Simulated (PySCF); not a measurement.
ClH₆NOSi₂, SMILES N[SiH2]O[SiH2]Cl. Geometry: B3LYP-D3(BJ)/def2-SVP. The structure was generated by enumeration, and PubChem lists no compound with its InChIKey, so it may never have been made. Other conformers were not sampled.

Computed equilibrium geometry at B3LYP-D3(BJ)/def2-SVP (PySCF confirms it by a frequency run) as bond lengths and angles (one conformer of several):
Atoms: Si1 Cl2 O3 Si4 N5 H6 H7 H8 H9 H10 H11. Bonded distances (Å): Si1–Cl2 2.091, Si1–O3 1.642, Si1–H6 1.481, Si1–H7 1.484, O3–Si4 1.687, Si4–N5 1.719, Si4–H8 1.484, Si4–H9 1.483, N5–H10 1.016, N5–H11 1.015. Angles (°): Cl2–Si1–O3 109.4, Cl2–Si1–H6 107.9, Cl2–Si1–H7 106.8, O3–Si1–H6 109.6, O3–Si1–H7 111.5, H6–Si1–H7 111.6, Si1–O3–Si4 136.5, O3–Si4–N5 113.7, O3–Si4–H8 106.9, O3–Si4–H9 106.2, N5–Si4–H8 108.9, N5–Si4–H9 108.4, H8–Si4–H9 112.7, Si4–N5–H10 120.3, Si4–N5–H11 121.3, H10–N5–H11 111.3.
Charge 0, spin multiplicity 1.
